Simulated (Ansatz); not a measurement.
A CCSD(T) single point on `O[SiH2]C(O)O`.

```yaml
crystal:
  periodic: [false, false, false]
  atoms:
    - {symbol: O, position_ang: [-1.483191, -0.248336, 1.243013]}
    - {symbol: Si, position_ang: [-0.983471, -0.632992, -0.284882]}
    - {symbol: C, position_ang: [0.785729, 0.047096, -0.448800]}
    - {symbol: O, position_ang: [0.651463, 1.451628, -0.409498]}
    - {symbol: O, position_ang: [1.606326, -0.428125, 0.590459]}
    - {symbol: H, position_ang: [-1.616670, 0.686465, 1.413194]}
    - {symbol: H, position_ang: [-1.868965, -0.053234, -1.329298]}
    - {symbol: H, position_ang: [-0.974023, -2.112160, -0.356120]}
    - {symbol: H, position_ang: [1.291466, -0.270685, -1.369056]}
    - {symbol: H, position_ang: [1.533155, 1.838691, -0.448532]}
    - {symbol: H, position_ang: [1.123580, -0.335349, 1.420119]}
basis:
  gaussian: {orbitals: def2-TZVPP}
correlation: {method: ccsd_t}
```

```sh
$ ansatz run in.yaml --threads 4 --pin off --events-out ev --progress --plain --max-ram 10444MiB
```

The program prints (abridged):

```
Functional definition: HF
1519 factors; integrals over basis functions are off by at most 8.7e-4 eV
mean field evaluation 1: about -15098.2915 eV, gradient 5.1e1 eV
mean field evaluation 2: about -15098.6052 eV, gradient 5.1e1 eV
mean field evaluation 4: about -15103.5728 eV, gradient 4.0e0 eV
mean field evaluation 8: about -15103.6403 eV, gradient 3.1e-1 eV
mean field -15103.64062637 eV, -555.0485554039 hartree, gradient 2.2e-6 eV, S^2 0.000000; 0 other end points of the search recorded, 0 dependent functions left out
9 core orbitals not correlated: weight in the atoms' cores, before any rotation towards them, 1.000 or more for the frozen orbitals, at most 0.000 for the correlated occupied ones
reference -15103.64062637 eV, -555.0485554039 hartree; 16, 16 occupied and 225, 225 virtual orbitals, 1519 factors
second order -27.65142780 eV of doubles, -0.00000000 eV of singles
cycle   1  -27.68961203 eV  change   -3.8e-2 eV  update   1.1e-1
cycle   2  -28.32738663 eV  change   -6.4e-1 eV  update   3.1e-2
cycle   3  -28.47027525 eV  change   -1.4e-1 eV  update   1.6e-2
cycle   4  -28.45308242 eV  change    1.7e-2 eV  update   3.4e-3
cycle   5  -28.45267132 eV  change    4.1e-4 eV  update   1.7e-3
cycle   6  -28.45377121 eV  change   -1.1e-3 eV  update   5.3e-4
cycle   7  -28.45345899 eV  change    3.1e-4 eV  update   2.2e-4
cycle   8  -28.45336178 eV  change    9.7e-5 eV  update   7.0e-5
cycle   9  -28.45338844 eV  change   -2.7e-5 eV  update   2.5e-5
perturbative correction -1.03217419 eV, -0.0379317019 hartree
Total energy: -15133.12618901 eV, -556.1321298446 hartree
```

Hardware: 4 threads of an Arm Neoverse V2 on a shared host. Wall time 2.4 min, peak host memory 5.6 GiB.

The correlation energy is -29.486 eV, 3.5 % of it from (T); the T1 diagnostic reads 0.0119.
